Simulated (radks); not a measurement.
Results of a calculation; reference values are marked as such.
Task: Radial electron density D(r) = 4 pi r^2 rho(r) of an atom or ion with 18 electrons. Level of theory: non-relativistic Kohn-Sham, LDA (Slater exchange, Perdew-Wang correlation), spin-polarised, spherical densities, point nucleus (a radial shooting solver on a logarithmic mesh with Libxc functionals).

r (bohr)  D(r) (e/bohr)
0.005263          1.961
0.00669           2.976
0.008437          4.384
0.01073           6.409
0.01363           9.118
0.0172            12.41
0.02186           16.37
0.02779           20.46
0.03505           23.84
0.04455           25.81
0.05664           25.54
0.07142           23.33
0.0908            20.57
0.1154            19.70
0.1456            22.02
0.1851            26.18
0.2352            27.89
0.2967            23.98
0.3771            15.73
0.4794            9.010
0.6095            7.715
0.7686            9.300
0.9771            9.037
1.242             5.822
1.567             2.453
1.991            0.5969
2.532           0.07730
3.193          0.005150
4.059         0.0001222

What is the nuclear charge?

Result: Z = 22. The innermost maximum, from 1s, lies near 1/Z = 0.0455 bohr (found: 0.0490), and its height grows with Z. The density is that of the titanium ion Ti4+ in [Ar]; the configuration itself is not fixed sharply by these data, and Z only to about a unit. D(r) has 3 maxima, at r = 0.0490, 0.226, 0.853 bohr, and minima at 0.110, 0.572 bohr, inside which lie 2.14, 10.37 electrons.
